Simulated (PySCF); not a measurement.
Polarisability and C₆ of C²⁺ (carbon, charge +2)

[He] 2s2, closed-shell 1S. All numbers are calculated (PySCF 2.14, the non-relativistic Hamiltonian (point nucleus), in aug-cc-pVQZ with one added diffuse shell each of s, p, d, f, g type (7s6p5d4f3g, 105 functions)). Coupled (time-dependent) response in atomic units; α is the mean over directions.

```tsv
method	mean α (bohr³)	C₆ (like pair)	S(−4)
UHF	4.508	7.108	23.19
PBE	4.223	6.505	20.11
PBE0	4.281	6.629	20.70
r2SCANh	4.426	7.225	20.47
PW91	4.242	6.535	20.40
```

S(−4) is the Cauchy moment in α(ω) = α(0) + S(−4) ω² + …

α(iu) at PBE:

```
u (hartree)  α(iu) (bohr³)
          0          4.223
     0.0500          4.173
      0.100          4.032
      0.200          3.555
      0.300          2.983
      0.500          2.008
      0.750          1.275
       1.00         0.8741
       1.50         0.4896
       2.00         0.3167
       3.00         0.1672
       5.00        0.07339
```

A single London oscillator, α(iu) = α/(1 + u²/ω²), gives C₆ = (3/4) ω α². Matching the computed C₆ needs ω = 4 × 6.505 / (3 × 4.223²) = 0.486 hartree.

For an ion, C₆ is the dispersion term alone; charge-induced terms of lower order in 1/R come first.
